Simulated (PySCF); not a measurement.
Ga(H)2(SH) (GaH3S), SMILES [GaH2][SH].

Geometry optimised at ωB97X-D3(BJ)/def2-TZVP.

All values below come from C-PCM-M06-2X/def2-SVP (PySCF 2.14.0).

The values are the electrostatic part of the solvation free energy, E(continuum) − E(gas) at the gas-phase geometry, in a cavity of scaled van der Waals radii (PySCF's table); cavitation and dispersion terms are not included. A continuum can't describe solvent molecules that bind to the metal. In vacuum the orbital gap is 8.00 eV. The dipole moment in vacuum is 1.22 D.

```json
[
 {"solvent": "water", "ε": "78.36", "ΔG(elec) (kcal/mol)": "-3.8", "dipole (D)": "1.71", "gap (eV)": "8.32"},
 {"solvent": "cyclohexanone", "ε": "15.62", "ΔG(elec) (kcal/mol)": "-3.6", "dipole (D)": "1.68", "gap (eV)": "8.30"},
 {"solvent": "chloroform", "ε": "4.71", "ΔG(elec) (kcal/mol)": "-2.9", "dipole (D)": "1.59", "gap (eV)": "8.25"}
]
```
